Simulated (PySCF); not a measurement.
A TDDFT job was run through a driver script with this input:

```
{"job": {"kind": "uv", "xc": "CAM-B3LYP", "basis": "def2-SVPD", "nstates": 8, "ntriplets": 3}, "charge": 0, "multiplicity": 1}
C     -2.470724    -0.777183     0.327779
C     -1.229294    -0.741087    -0.146114
C     -0.278822     0.324785     0.095365
C     -0.624904     1.603467     0.610371
N      0.305282     2.496756     0.772558
Se     1.892186     1.877596     0.296018
C      1.087523     0.245334    -0.157942
C      1.845766    -0.881428    -0.658115
N      3.090440    -0.969231    -0.833301
H     -2.872506    -0.006215     0.962003
H     -3.127819    -1.598989     0.102518
H     -0.875576    -1.558076    -0.760781
H     -1.633479     1.889115     0.863535
H      1.268817    -1.767932    -0.909854
H      3.618696    -0.128921    -0.585953
```

The program printed:

```
coarse grid: 63488 points
cycle   1  E = -2742.5840983750  dE =  9.067e-01  |g| = 5.147e-01  |ddm| = 8.507e+00
cycle   2  E = -2742.5442028900  dE =  3.990e-02  |g| = 7.079e-01  |ddm| = 3.459e+00
cycle   3  E = -2742.6492940535  dE = -1.051e-01  |g| = 1.050e-01  |ddm| = 2.246e+00
cycle   4  E = -2742.6513955613  dE = -2.102e-03  |g| = 5.510e-02  |ddm| = 2.985e-01
cycle   5  E = -2742.6520931601  dE = -6.976e-04  |g| = 1.656e-02  |ddm| = 1.720e-01
cycle   6  E = -2742.6521546418  dE = -6.148e-05  |g| = 6.247e-03  |ddm| = 5.921e-02
cycle   7  E = -2742.6521644209  dE = -9.779e-06  |g| = 1.334e-03  |ddm| = 1.512e-02
final grid: 134544 points
cycle   8  E = -2742.6521249741  dE = -4.382e-07  |g| = 1.718e-03  |ddm| = 1.309e-02
cycle   9  E = -2742.6521242231  dE =  7.511e-07  |g| = 2.585e-03  |ddm| = 9.435e-03
cycle  10  E = -2742.6521258082  dE = -1.585e-06  |g| = 1.643e-04  |ddm| = 6.226e-03
cycle  11  E = -2742.6521258236  dE = -1.537e-08  |g| = 1.212e-04  |ddm| = 7.694e-04
cycle  12  E = -2742.6521258324  dE = -8.776e-09  |g| = 3.567e-05  |ddm| = 7.335e-04
cycle  13  E = -2742.6521258327  dE = -3.574e-10  |g| = 1.295e-05  |ddm| = 1.203e-04
converged SCF energy = -2742.6521258327

Static polarisability (au): isotropic 114.799, principal 64.146 113.133 167.117

Singlet excitations
state   eV       nm        f      main configurations
  1   4.2661    290.6   0.22216   H->L 0.82, H-1->L 0.10
  2   4.3617    284.3   0.01368   H-2->L 0.87
  3   4.6594    266.1   0.17815   H-1->L 0.84, H->L 0.10
  4   4.8083    257.9   0.00106   H-3->L 0.86
  5   5.0519    245.4   0.00116   H->L+1 0.47, H-1->L+1 0.22, H->L+2 0.13
  6   5.6631    218.9   0.07684   H->L+1 0.42, H-1->L+1 0.35, H-1->L+2 0.09
  7   5.7304    216.4   0.12630   H->L+2 0.73, H-1->L+1 0.14
  8   6.3354    195.7   0.00631   H-5->L 0.62, H-4->L 0.18, H-3->L+1 0.10

Triplet excitations (Tamm-Dancoff, eV): 2.7471 3.3085 3.7142
```

Computed, not measured: TDDFT CAM-B3LYP/def2-SVPD, vertical, gas phase, core orbitals frozen in the response (PySCF). One conformer (not necessarily the lowest) at the GFN2-xTB geometry, without solvent, vibrations or thermal averaging. Relativistic effects, spin–orbit coupling among them, are left out although an element past zinc is present.

Question: Which orbital energies lie behind H and L?

Answer: HOMO -8.24 eV and LUMO -1.46 eV, a gap of 6.78 eV; state 1 differs from that by -2.51 eV.

Question: What is the gap between the lowest singlet and the lowest triplet?

Answer: 4.2661 − 2.7471 = 1.5190 eV (full response against Tamm–Dancoff).

Question: What is the polarisability anisotropy, √(½[(α1 − α2)² + (α2 − α3)² + (α3 − α1)²])?

Answer: 89.21 au.

Question: What transition dipole goes with state 1?

Answer: |μ|² = 3f / (2ΔE) = 3 × 0.2222 / (2 × 0.1568) = 2.126 au, so |μ| = 3.71 D.

Question: Give the mean polarisability in Å³.

Answer: 114.80 au × 0.148185 = 17.01 Å³.

Question: Which species is it?

Answer: `c1c(C=C)c(/C=N\[H])[se]n1` (C6H6N2Se), point group C1.

The SCF starts on a coarse grid; the energy jumps when the final grid takes over, and dE counts afresh there. H and L stand for HOMO and LUMO.

Shape of the structure used: `[H]/[N:9]=[CH:8]\[c:7]1[c:3]([CH:2]=[CH2:1])[cH:4][n:5][se:6]1`: C1–C2–C3–C4 -15°, Se6–C7–C8–N9 2°.
